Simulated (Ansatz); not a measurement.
Ansatz (a program for electronic structure) input for Cl₂HMoNS, SMILES [NH]=[Mo](=[S])([Cl])[Cl], multiplicity 1, PBE/def2-SVPD. Geometry: B3LYP-D3(BJ)/def2-SVP. The multiplicity is an assumed one; no other spin state was optimised. The structure was generated by enumeration; whether it is a known compound was not checked. The def2 effective core potentials stand for the cores of Mo; spin–orbit coupling is left out.

Ansatz 0.2 input:
```yaml
crystal:
  periodic: [false, false, false]
  atoms:
    - {symbol: Mo, position_ang: [0.19225238, -0.03564839, 0.00000000]}
    - {symbol: N, position_ang: [1.90106329, -0.17769753, 0.00000001]}
    - {symbol: H, position_ang: [2.77697143, -0.70363377, 0.00000001]}
    - {symbol: S, position_ang: [-0.61270279, -1.98878190, 0.00000002]}
    - {symbol: Cl, position_ang: [-0.42222853, 1.03721353, 1.91463620]}
    - {symbol: Cl, position_ang: [-0.42222852, 1.03721350, -1.91463622]}
basis:
  gaussian:
    orbitals: def2-SVPD
hamiltonian:
  xc: {name: PBE}
```

Output:

```
WARN ansatz: RAYON_NUM_THREADS=1 ignored (pool sized by the plan → 1); use --threads N
Functional definition: PBE
integrals: 0.10 GiB planned
1367 factors; their error is unknown
mean field: 0.55 GiB planned
mean field evaluation 1: about -39209.6107 eV, gradient 7.2e1 eV
mean field evaluation 2: about -39093.2434 eV, gradient 1.9e2 eV
mean field evaluation 4: about -39196.1542 eV, gradient 1.0e2 eV
mean field evaluation 8: about -39220.3247 eV, gradient 8.0e-3 eV
mean field -39220.28666725 eV, -1441.3189505563 hartree, gradient 4.2e-5 eV, S^2 0.000000; 0 other end points of the search recorded, 0 dependent functions left out
reference -39220.28672144 eV, -1441.3189525477 hartree; 36, 36 occupied and 107, 107 virtual orbitals, 1367 factors
Total energy: -39220.28672144 eV, -1441.3189525477 hartree
```

The run converged.

Cost: about 4 core-seconds (a rough figure).
